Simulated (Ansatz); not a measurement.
`C[CH2][SnH2][CH2]C`, charge 0, multiplicity 1.

Give a relaxed structure at PBE0-D4/def2-TZVP (Ansatz 0.2.0). (Estimate.)

Computed: 
Z-matrix (Å, degrees):
```
C
C 1 1.522
H 1 1.094 2 111.8
H 1 1.095 2 111.6 3 120.0
H 1 1.093 2 111.7 3 -120.0
Sn 2 2.154 1 112.8 3 59.5
H 2 1.093 1 111.0 3 -179.3
H 2 1.093 1 110.9 3 -60.9
C 6 2.154 2 108.6 1 -55.4
H 6 1.717 2 109.5 1 65.0
H 6 1.717 2 110.2 1 -175.4
C 9 1.522 6 112.8 2 -54.7
H 9 1.093 6 107.4 2 67.8
H 9 1.093 6 107.8 2 -177.7
H 12 1.095 9 111.6 6 179.6
H 12 1.093 9 111.7 6 -60.4
H 12 1.094 9 111.8 6 59.6
```
Point group C2.
This is one stationary point; other conformers may exist.
